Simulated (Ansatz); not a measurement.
```yaml
crystal:
  periodic: [false, false, false]
  atoms:
    - {symbol: P, position_ang: [-1.574944, 1.735056, 0.090120]}
    - {symbol: Si, position_ang: [-0.197523, 0.127488, 1.227347]}
    - {symbol: Al, position_ang: [1.338996, -0.658971, -0.453915]}
    - {symbol: Cl, position_ang: [0.471728, -2.192017, -1.973724]}
    - {symbol: H, position_ang: [-0.502276, 2.048476, -0.216875]}
    - {symbol: H, position_ang: [-1.947093, 0.918646, -1.232074]}
    - {symbol: H, position_ang: [0.205631, 0.899734, 2.007250]}
    - {symbol: H, position_ang: [-1.265638, -1.083441, 1.385690]}
    - {symbol: H, position_ang: [3.034586, -0.774643, -0.815394]}
basis:
  gaussian: {orbitals: aug-cc-pVTZ}
magnetization: {spin_polarized: true, initial_magnetization: 1}
hamiltonian: {xc: {name: HF}}
correlation: {method: mp2}
```

```sh
$ ansatz run in.yaml --threads 2 --pin off --events-out ev --progress --plain --max-ram 4352MiB
```

Shortened log:

```
Error: a molecule whose nuclei and cores have a total charge of 64 cannot have a net charge of 0 together with 1 unpaired electrons
```

Question: What is wrong with this run?

Answer: The number of unpaired electrons doesn't fit the electron count. The input was rejected before any iteration.
